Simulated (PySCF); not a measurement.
C2H6BF.

```xyz
10

B      0.0000     0.0000     0.0683
F      0.0000     0.0000     1.4087
C      1.3901    -0.0093    -0.6606
H      1.6732     1.0452    -0.8471
H      1.3560    -0.4985    -1.6467
H      2.1930    -0.4539    -0.0524
C     -1.3901     0.0093    -0.6606
H     -1.3560     0.4985    -1.6467
H     -2.1930     0.4539    -0.0524
H     -1.6732    -1.0452    -0.8471
```
Charge 0, spin multiplicity 1.

The structure is a stationary point at B3LYP-D3(BJ)/def2-SVP.

Calculation: KT2/pcSseg-1 (PySCF). Non-relativistic, no solvent.

Problem. Give the absolute GIAO shielding of each atom: isotropic value and principal components (ppm). (An estimate is asked for; the answer gives what the named calculation found.)

Solution. 
```tsv
atom	σ(iso)	σ11	σ22	σ33	span
B1	42.5	-21.4	66.7	82.2	103.6
F2	159.3	-21.4	65.3	433.9	455.3
C3	176.7	162.2	173.7	194.0	31.8
H4	30.8	27.8	28.4	36.1	8.3
H5	30.6	27.1	29.6	35.0	7.9
H6	30.7	27.0	28.5	36.7	9.6
C7	176.7	162.2	173.7	194.0	31.8
H8	30.6	27.1	29.6	35.0	7.9
H9	30.7	27.0	28.5	36.7	9.6
H10	30.8	27.8	28.4	36.1	8.3
```
